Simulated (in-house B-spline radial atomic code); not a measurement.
Orbital energies and mean radii along the 9-electron series, configuration [He] 2s2 2p5. The effective charge is n√(-2ε), a non-relativistic measure. Computed with a radial B-spline atomic code at the basis-set limit: Dirac-Hartree-Fock, average of the configuration, finite nuclei.

| ion | Z | energy of 2s1/2 (Eh) | mean radius of 2s1/2 (bohr) | energy of 2p3/2 (Eh) | mean radius of 2p3/2 (bohr) | effective charge of 2s1/2 |
| --- | --- | --- | --- | --- | --- | --- |
| Pr50+ | 59 | -384.84 | 0.099952 | -354.84 | 0.089512 | 55.486 |
| Nd51+ | 60 | -400.19 | 0.097942 | -368.46 | 0.087864 | 56.582 |
| Pm52+ | 61 | -415.89 | 0.095996 | -382.35 | 0.086272 | 57.681 |
| Sm53+ | 62 | -431.96 | 0.094111 | -396.5 | 0.084735 | 58.785 |
| Eu54+ | 63 | ? | ? | ? | ? | ? |
| Gd55+ | 64 | -465.19 | 0.090512 | -425.59 | 0.081811 | 61.005 |
| Tb56+ | 65 | ? | ? | ? | ? | ? |
| Dy57+ | 66 | -499.94 | 0.087122 | -455.74 | 0.079073 | 63.242 |
| Ho58+ | 67 | ? | ? | ? | ? | ? |
| Er59+ | 68 | -536.23 | 0.083922 | -486.96 | 0.076502 | 65.497 |
| Tm60+ | 69 | -554.98 | 0.082387 | -502.97 | 0.075275 | 66.632 |
| Yb61+ | 70 | -574.13 | 0.080893 | -519.24 | 0.074084 | 67.772 |
| Lu62+ | 71 | -593.7 | 0.079439 | -535.79 | 0.072927 | 68.917 |
| Hf63+ | 72 | -613.69 | 0.078022 | -552.61 | 0.071804 | 70.068 |
| Ta64+ | 73 | -634.11 | 0.07664 | -569.69 | 0.070713 | 71.224 |
| W65+ | 74 | -654.96 | 0.075293 | -587.05 | 0.069652 | 72.386 |
| Re66+ | 75 | -676.26 | 0.073979 | -604.68 | 0.06862 | 73.553 |
| Os67+ | 76 | -698.01 | 0.072696 | -622.58 | 0.067617 | 74.727 |
| Ir68+ | 77 | -720.23 | 0.071443 | -640.76 | 0.066639 | 75.907 |
| Pt69+ | 78 | -742.91 | 0.070218 | -659.21 | 0.065688 | 77.093 |

Fill in the row of Eu54+.

energy of 2s1/2 (Eh): -448.39; mean radius of 2s1/2 (bohr): 0.092284; energy of 2p3/2 (Eh): -410.91; mean radius of 2p3/2 (bohr): 0.083249; effective charge of 2s1/2: 59.893.

Fill in the row of Tb56+.

energy of 2s1/2 (Eh): -482.38; mean radius of 2s1/2 (bohr): 0.088792; energy of 2p3/2 (Eh): -440.53; mean radius of 2p3/2 (bohr): 0.08042; effective charge of 2s1/2: 62.121.

Fill in the row of Ho58+.

energy of 2s1/2 (Eh): -517.89; mean radius of 2s1/2 (bohr): 0.085499; energy of 2p3/2 (Eh): -471.21; mean radius of 2p3/2 (bohr): 0.077767; effective charge of 2s1/2: 64.367.

How does the screening of 2s1/2 change?

Z less the effective charge goes from 3.51 at Z = 59 to 0.91 at Z = 78.
